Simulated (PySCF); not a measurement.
## Which basis set comes closest?

Molecule: SMILES F[Si](F)(F)F, F4Si.

Molfile (atoms numbered from 1):
```
F4Si
     RDKit          3D

  5  4  0  0  0  0  0  0  0  0999 V2000
    1.5654   -0.2784    0.2142 F   0  0  0  0  0  0  0  0  0  0  0  0
    0.0182   -0.0215   -0.0191 Si  0  0  0  0  0  4  0  0  0  0  0  0
   -0.2307    1.5295   -0.2362 F   0  0  0  0  0  0  0  0  0  0  0  0
   -0.7980   -0.5154    1.2475 F   0  0  0  0  0  0  0  0  0  0  0  0
   -0.4628   -0.8190   -1.3029 F   0  0  0  0  0  0  0  0  0  0  0  0
  1  2  1  0
  2  3  1  0
  2  4  1  0
  2  5  1  0
M  END
```

Geometry PBE0-D3(BJ)/def2-SVP throughout; GIAO in PySCF, gas phase, one conformer, non-relativistic; equivalent atoms averaged; functional PBE0.

Reference values (measured; Pure Appl. Chem., pac-2019-0202, supplement (literature 29Si shifts of SiX4)): δ(Si2) = -112.0 ppm vs TMS. Computed shifts are taken against TMS, calculated as an isolated molecule at each level.

Problem. How do the basis sets STO-3G, 6-31G, pcSseg-0, 6-31G*, def2-SVP, cc-pVDZ, pcSseg-1, aug-cc-pVDZ, 6-311+G(2d,p), cc-pVTZ, def2-TZVP, IGLO-III, pcSseg-2 perform against the reference? Times are CPU seconds on shared hosts with different chips, so compare them loosely.

Solution. 
| basis set | functions | Si2 | abs. error Si | core-s |
| --- | --- | --- | --- | --- |
| STO-3G | 29 | -16.4 | 95.6 | 1.2 |
| 6-31G | 49 | -36.5 | 75.5 | 2.2 |
| pcSseg-0 | 49 | -63.3 | 48.7 | 1.9 |
| 6-31G* | 74 | -81.6 | 30.4 | 3 |
| def2-SVP | 74 | -106.1 | 5.9 | 2.6 |
| cc-pVDZ | 74 | -88.1 | 23.9 | 2.9 |
| pcSseg-1 | 92 | -103.2 | 8.8 | 6.7 |
| aug-cc-pVDZ | 119 | -81.0 | 31.0 | 5.2 |
| 6-311+G(2d,p) | 143 | -105.1 | 6.9 | 6.4 |
| cc-pVTZ | 154 | -94.1 | 17.9 | 7.1 |
| def2-TZVP | 161 | -110.8 | 1.2 | 7.8 |
| IGLO-III | 184 | -111.8 | 0.2 | 8.6 |
| pcSseg-2 | 187 | -108.8 | 3.2 | 8.8 |

For 29Si the closest is IGLO-III (0.2 ppm) and the furthest STO-3G (95.6 ppm). Where a smaller basis beats a larger one, errors probably cancel; the largest sets show where the functional converges. One molecule is a small sample, and vibrational and solvent effects are absent from the calculation.

A small basis that lands close on one nucleus may do so by chance; judge by the trend and by all nuclei.
